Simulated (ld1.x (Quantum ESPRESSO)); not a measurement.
## Transferability test, TM potential for nitrogen

```
Element                 : N (Z = 7)
Generator               : ld1.x (Quantum ESPRESSO) 7.5
Type                    : norm-conserving Troullier–Martins (Kleinman–Bylander form)
Functional              : PBE
Relativity              : fully relativistic
Frozen core             : [He]
Valence charge          : 5
Reference configuration : 2s2 2p3
Partial waves           : 2s (bound): rc 0.75 bohr; 2p (bound): rc 2.05 bohr; 3d channel at -0.1 Ry: rc 1.65 bohr
Local potential         : all-electron potential smoothed inside 1.10 bohr (lloc = -1)
Core correction         : Bessel-smoothed model core, default radius (core density twice the valence density)
```

Open shells are filled in proportion to 2j + 1 (rel_dist='average').

Energies are relative to the spin-unpolarised reference configuration 2s2 2p3; without spin polarisation the order of configurations can differ from experiment.

Problem. Give the all-electron excitation energy and the error of the potential for: 2s2 2p2; 2s2 2p1; 2s2 2p0; 2s2 2p2.5; 2s1 2p3; 2s1 2p0; 2s0 2p5.

Solution.

```tsv
valence configuration	charge	ΔE all-electron (eV)	error AE − PS (meV)
2s2 2p2	+1	13.591	+47
2s2 2p1	+2	42.445	+445
2s2 2p0	+3	89.528	+1847
2s2 2p2.5	+0.5	5.093	+6.5
2s1 2p3	+1	25.372	-87
2s1 2p0	+4	167.346	+2982
2s0 2p5	0	23.041	-30
```
